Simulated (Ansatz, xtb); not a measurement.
# Two structures of CH4AgAl

Structure a: a singlet given by its coordinates. Structure b: `[CH3][AlH][Ag]`, a singlet. Both are isolated molecules in the gas phase, relaxed with r2SCAN-D4/def2-SVP.

a (Å):

```xyz
7

C    -0.5619   -0.8297    0.4685
Ag    1.2973   -1.5523   -0.2271
Al   -0.1934    0.8755   -0.3524
H    -0.6398    1.1412   -1.8605
H    -1.2746   -1.5459    0.0262
H    -0.4812   -0.9797    1.5583
H     0.5703    2.0044    0.4762
```

Close contacts (Å): C1–Ag2 2.11, C1–Al3 1.93, Ag2–Al3 2.85, C1–H5 1.10, C1–H6 1.10, Al3–H4 1.60, Al3–H7 1.60.

b (Å):

```yaml
atoms:
  - { symbol: C, position_ang: [-1.4123, 0.2260, 0.6628] }
  - { symbol: Ag, position_ang: [0.3896, 1.9206, -2.3248] }
  - { symbol: Al, position_ang: [-0.0604, 1.4961, 0.0212] }
  - { symbol: H, position_ang: [-1.9736, -0.2950, -0.1276] }
  - { symbol: H, position_ang: [-2.1409, 0.7481, 1.3102] }
  - { symbol: H, position_ang: [-0.9344, -0.5393, 1.3018] }
  - { symbol: H, position_ang: [0.7684, 2.2734, 1.1504] }
```

Quicker runs give these differences E(b) − E(a): GFN2-xTB −0.756 eV; HF/STO-3G −0.682 eV (at GFN2-xTB geometries); r2SCAN-D4/def2-SVP//GFN2-xTB −1.376 eV.

Problem. Estimate E(b) − E(a) at the level CCSD(T)/def2-TZVP.

Solution. Calculated at CCSD(T)/def2-TZVP: E(b) − E(a) = −0.901 eV, so structure b lies lower.

The same difference at several levels:

| level | geometry | E(b) − E(a) (eV) | departure from the last row (eV) | job, with rough time for the two |
| --- | --- | --- | --- | --- |
| GFN2-xTB | GFN2-xTB | −0.756 | +0.145 | optimisation, 0.14 s |
| HF/STO-3G | GFN2-xTB | −0.682 | +0.219 | single point, 1.6 s |
| r2SCAN-D4/def2-SVP//GFN2-xTB | GFN2-xTB | −1.376 | −0.475 | single point, 4.8 s |
| r2SCAN-D4/def2-SVP | r2SCAN-D4/def2-SVP | −0.994 | −0.093 | optimisation, 2.2 min |
| HF/def2-TZVP | r2SCAN-D4/def2-SVP | −1.027 | −0.126 | part of the CCSD(T) run |
| MP2/def2-TZVP | r2SCAN-D4/def2-SVP | −0.824 | +0.077 | part of the CCSD(T) run |
| CCSD(T)/def2-TZVP | r2SCAN-D4/def2-SVP | −0.901 |  | single point, 79 s |

The levels shown agree on the order. The largest departure from CCSD(T)/def2-TZVP is that of r2SCAN-D4/def2-SVP//GFN2-xTB, 0.475 eV.

With harmonic frequencies from r2SCAN-D4/def2-SVP (ideal gas, rigid rotor, one conformer each, 298.15 K, 1 atm): on the last row, ΔE + ΔZPE = −0.800 eV. A mode under 50 cm⁻¹ makes harmonic enthalpies and free energies unreliable, so none is given.

The correlated steps freeze 6 core orbitals; the last core shell of Ag is correlated, in a basis made for valence electrons. Atoms past krypton carry core potentials in the def2 sets, other sets are all-electron and non-relativistic, and no spin–orbit term is included. Run with Ansatz 0.2.0, xtb 6.7.1; the last row on 1 thread of Arm Neoverse V2 on a shared host.
